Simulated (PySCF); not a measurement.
C3H3BrClF, SMILES F/C(=C(\C)Br)Cl.

Geometry optimised at B3LYP-D3(BJ)/def2-SVP. The structure was generated by enumeration; whether it is a known compound was not checked.

Two levels are set side by side: TDDFT-PBE/def2-SVPD (PySCF) and TDDFT-B3LYP/def2-SVPD (PySCF). Vertical, same geometry. The lowest singlet is HOMO→LUMO 100 % with PBE and HOMO→LUMO 99 % with the other functional; states are paired by order. Differences are taken from unrounded values.

| quantity | TDDFT-PBE |
|---|---|
| lowest singlet excitation (eV) | 4.57 |
| lowest triplet excitation (TDA) (eV) | 3.95 |
| first bright state (f over 0.05) (eV) | 5.87 |
| its oscillator strength | 0.22 |

Q: These are the TDDFT-PBE values. What does TDDFT-B3LYP give? (Estimate from the structure and the level; the computed values follow.)

A: 
```tsv
quantity	TDDFT-B3LYP	TDDFT-PBE minus TDDFT-B3LYP
lowest singlet excitation (eV)	4.87	-0.30
lowest triplet excitation (TDA) (eV)	3.96	-0.01
first bright state (f over 0.05) (eV)	6.24	-0.37
its oscillator strength	0.31	-0.09
```

A lower first singlet is the usual sign of a functional without exact exchange. Differences between two approximate levels are no errors against the true value.

Rough cost on one machine, each run with all the roots and properties that it gave: TDDFT-B3LYP against TDDFT-PBE about 5 times.
